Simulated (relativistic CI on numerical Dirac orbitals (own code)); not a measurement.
## What each ingredient does to the levels of Tc V

Base calculation: Dirac-Coulomb-Breit CI, orbitals from a KLI potential per configuration, QED by a radiative potential, valence Slater integrals scaled by 0.85, P86 correlation energy added to each configuration.

Configuration list (outside the closed core [Ar] 3d10 4s2): 4p6.4d3, 4p6.4d2.5s, 4p6.4d2.4f, 4p6.4d2.5p, 4p5.4d4, 4p6.4d2.5d, 4p6.4d2.6s, 4p6.4d.5s.5p, 4p6.4d2.6p, 4p6.4d2.6d, 4p6.4d2.5f, 4p6.4d2.5g, 4p6.4d.5s2, 4p6.4f.5s2, 4p6.5s2.5p, 4p6.5s2.5d, 4p6.5s2.6s, 4p6.4d.4f2, 4p6.4f2.5s, 4p6.4f3, 4p6.4f2.5p, 4p6.4f2.5d, 4p6.4f2.6s, 4p6.4d.5p2, 4p6.5s.5p2, 4p6.4f.5p2, 4p6.5p3, 4p6.5p2.5d, 4p6.5p2.6s. Double excitations out of closed p, d and f shells are left out; levels of such configurations are missing from the list, as are those of other unlisted configurations, and high levels can miss mixing partners. These lack a partner that the ground configuration has and come out too high: 4p6.4d2.6p, 4p6.4d2.6d, 4p6.4d2.5f, 4p6.4d2.5g.

Variants: (1) no correlation estimate; (2) self-excluded LDA correlation estimate; (3) configuration mixing switched off; (4) Breit term removed. Shifts of the energy above 4p6.4d3 4F_3/2, in cm⁻¹, for the lowest level and the first level of each name with at least 55 % of one term (blank where a level changes its place among those of its configuration and J or its character, or is not in the variant):

```
            Level      Base     Δ(1)   Δ(2)    Δ(3)    Δ(4)
   4p6.4d3 4F_3/2       0.0      0.0    0.0     0.0     0.0
   4p6.4d3 4F_5/2    1028.4      0.0    0.0    -1.8   +58.7
   4p6.4d3 4F_7/2    2305.5      0.0   +0.1    -0.5  +127.6
   4p6.4d3 4F_9/2    3732.0     -0.1   +0.1    +3.8  +198.5
   4p6.4d3 4P_3/2   12393.8     -7.1   -0.3  +351.9   +36.1
   4p6.4d3 4P_1/2   12423.9     -5.5   -0.3  +309.8   +61.9
   4p6.4d3 2G_7/2   14054.4     -1.8   -0.5   +11.9  +110.1
   4p6.4d3 4P_5/2   14087.2     -4.5   -0.3  +288.5  +146.0
   4p6.4d3 2G_9/2   14884.7     -0.5   -0.5   -44.2  +129.3
   4p6.4d3 2P_1/2   17586.1    -23.5   -0.1  +781.9  +133.4
   4p6.4d3 2H_9/2   19157.7     +2.5   -0.6  -178.7  +201.9
  4p6.4d3 2H_11/2   19483.4     +3.9   -0.6  -236.0  +194.8
   4p6.4d3 2D_5/2   20504.4    -14.2   +0.1  +572.6  +183.6
   4p6.4d3 2F_7/2   29674.2    -13.3   -0.2  +439.3  +154.9
   4p6.4d3 2F_5/2   30077.4    -14.2   -0.1  +458.1  +146.1
4p6.4d2.5s 4F_3/2  108500.9  -4918.1  -49.3  -536.1  -162.6
4p6.4d2.5s 4F_5/2  109437.9  -4918.1  -49.2  -530.2  -120.3
4p6.4d2.5s 4F_7/2  110864.6  -4918.1  -49.2  -536.0   -45.9
4p6.4d2.5s 4F_9/2  112614.1  -4918.1  -49.3  -540.3   +41.5
4p6.4d2.5s 2F_5/2  117461.3  -4919.9  -43.5   +35.4  -107.4
4p6.4d2.5s 2F_7/2  120284.7  -4920.6  -43.5   +40.5   +25.8
4p6.4d2.5s 4P_1/2  121128.8  -4924.2  -46.2   +20.8  -112.5
```

At this charge configurations can still be misplaced by up to about 7 % of their energy.

Ionisation energy from the two ground configurations alone: base 57.5 eV; no correlation estimate 56.19 eV; self-excluded LDA correlation estimate 57.84 eV. The NIST ASD value (theoretical) is 57 eV.

LS names give the leading component of a level, which can be under half, so a name can repeat, a term be missing and a line seem to break the LS rules.
